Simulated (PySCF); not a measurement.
Compound: FH₅N₂Si.
Geometry (PBE0-D3(BJ)/def2-SVP, Å), atoms numbered from 1 in this order:
```
atom  x, y, z in Å
N1    -1.400    0.388    0.467
Si2   -0.063   -0.556   -0.010
N3     1.302    0.474   -0.070
F4    -0.132   -1.189   -1.512
H5    -1.585    1.289    0.042
H6    -2.238   -0.039    0.843
H7    -0.054   -1.746    0.885
H8     1.546    1.060    0.719
H9     2.113    0.224   -0.623
```

Computed at PBE0/pcSseg-1 (PySCF, non-relativistic), with Q(14N) = 0.02044 b: N1, 14N (I = 1): χzz = -4.422 MHz, η = 0.356; N3, 14N (I = 1): χzz = -4.595 MHz, η = 0.316.

Task: Where would the pure quadrupole (NQR) lines of 14N at N1 fall for the rigid, isolated species?

Result: From ν± = (3/4)|χ|(1 ± η/3) and ν0 = |χ|η/2: ν+ 3.710 MHz, ν− 2.924 MHz, ν0 0.786 MHz (silicon-bound nitrogen).

Task: Find the zero-field quadrupole resonance frequencies of 14N at N3.

Result: From ν± = (3/4)|χ|(1 ± η/3) and ν0 = |χ|η/2: ν+ 3.808 MHz, ν− 3.083 MHz, ν0 0.725 MHz (silicon-bound nitrogen).

In a crystal, neighbours and librations shift these lines. With a basis this small, the couplings can be 20 % off.

These values come from a run that also computed NMR shieldings. The run took 5.1 s of wall time on one thread of an Arm Neoverse V1, on a shared host.

One conformer stands for the species.
